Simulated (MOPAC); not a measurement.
MOPAC input (PM3):

```
PM3 1SCF CHARGE=1 GEO-OK AUX(PRECISION=9) THREADS=1
CH2I

C    -1.67323436 1   -0.00554951 1   -0.04317373 1
I     0.27297455 1    0.00090536 1    0.00704344 1
H    -2.21653840 1    0.93356701 1   -0.08444468 1
H    -2.21170666 1   -0.94825390 1   -0.02981539 1
```

What heat of formation does the run end on, and which ionisation energy by Koopmans theorem?

250.84 kcal/mol; 14.69 eV.
